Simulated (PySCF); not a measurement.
A structure optimised at PBE-D3(BJ)/def2-SVP, used in a PySCF frequency run:

```xyz
10

C      2.2162    -0.9848    -0.3430
C      0.9535    -0.9357     0.1219
Se    -0.2094     0.5613    -0.0543
C     -1.8851    -0.3666     0.3668
H      2.6674    -0.1610    -0.9188
H      2.8457    -1.8665    -0.1459
H      0.5215    -1.7769     0.6920
H     -2.1281    -1.1126    -0.4124
H     -2.6763     0.4059     0.3952
H     -1.8169    -0.8505     1.3596
```

**Question.** Write its SMILES and formula.

**Answer.** C=C[Se]C, C₃H₆Se

**Question.** What are its rotational constants (standard atomic weights)?

**Answer.** 11.210, 3.0173, 2.4326 GHz
